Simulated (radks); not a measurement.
Q: Zn V, 26 electrons, occupied as [Ne] 3s2 3p5 3d8 4p1 (not the ground configuration). All-electron calculation, scalar-relativistic Kohn-Sham, PBE, spin-polarised, spherical densities, point nucleus; open shells are filled with parallel spins first. Program: a radial shooting solver on a logarithmic mesh with Libxc functionals. Some entries of the table are withheld. Estimate them.

orbital  occ.  eigenvalue (hartree)  <1/r> (bohr^-1)  <r> (bohr)
1s up       1             -353.2185            30.23     0.05031
1s down     1             -353.1924            30.23     0.05030
2s up       1             -45.66405            6.587      0.2262
2s down     1             -45.58940            6.592      0.2260
2p up       3             -40.00140            6.463      0.1982
2p down     3             -39.93073            6.467      0.1981
3s up       1                   (1)            2.140      0.6648
3s down     1                   (2)            2.131      0.6671
3p up       3              -5.97325              (3)      0.6856
3p down     2              -5.80177              (4)      0.6890
3d up       5              -3.18267            1.724      0.7364
3d down     3              -3.01932            1.710      0.7451
4p up       1              -1.60742           0.6613       1.996
4p down     0              -1.51684           0.6598       2.001

A: 
(1) 3s up eigenvalue (hartree): -7.68365
(2) 3s down eigenvalue (hartree): -7.50965
(3) 3p up <1/r> (bohr^-1): 2.004
(4) 3p down <1/r> (bohr^-1): 1.993
